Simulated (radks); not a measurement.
Task: The mean radii <r> (bohr) of the occupied orbitals of an atom or ion are listed with their occupations. Calculated with a radial shooting solver on a logarithmic mesh with Libxc functionals: Dirac Kohn-Sham, BLYP, spin-unpolarised, spherical densities, point nucleus.

orbital  occ.      <r>
1s1/2       2  0.03343
2s1/2       2   0.1453
2p1/2       2   0.1236
2p3/2       4   0.1284
3s1/2       2   0.4026
3p1/2       2   0.3958
3p3/2       4   0.4064
3d3/2       4   0.3822
3d5/2       6   0.3857
4s1/2       2    1.019
4p1/2       2    1.107
4p3/2       4    1.139
4d3/2       4    1.640
4d5/2       3    1.663

Name the element and its charge. Open shells, if any, fill j = l - 1/2 first.

Result: Z = 44, ruthenium, charge +1: Ru+ in [Kr] 4d7. The 1s radius gives Z: for a bare nucleus <r> = (2 gamma + 1)/(2Z) with gamma = sqrt(1 - (Z/c)^2), 0.03289 bohr for Z = 44, and screening makes it slightly larger (0.03343 here). The occupations add up to 43, and the charge is Z minus that.
